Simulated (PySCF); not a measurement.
C₃H₇BFN, SMILES B(NC)(F)C=C. Geometry: PBE-D3(BJ)/def2-SVP. This is a generated structure with no PubChem entry under its InChIKey; it may be hypothetical. One conformer was computed; it need not be the lowest.

All values below come from PBE-D3(BJ)/def2-SVP (PySCF 2.14.0).

Harmonic wavenumbers (cm⁻¹): 83, 147, 158, 183, 244, 401, 433, 547, 596, 696, 745, 949, 980, 1011, 1048, 1074, 1102, 1198, 1270, 1337, 1381, 1405, 1420, 1420, 1519, 1640, 2942, 3003, 3049, 3061, 3085, 3150, 3536. Rotational constants (GHz): 8.500, 2.013, 1.645; symmetry number 1.

Task: Work out the zero-point energy and the ideal-gas rigid-rotor harmonic-oscillator thermochemistry at 298.15 K and 1 atm.

Result: ZPE = ½ Σ hcν = ½ × 44811 cm⁻¹ = 64.06 kcal/mol. H − E(el) = 69.29 kcal/mol. Entropy in cal/(mol K): translation 39.30, rotation 26.84, vibration 17.26, total 83.40. G − E(el) = 44.43 kcal/mol. Cp = 27.12 cal/(mol K). Modes under 150 cm⁻¹ make the vibrational entropy uncertain.
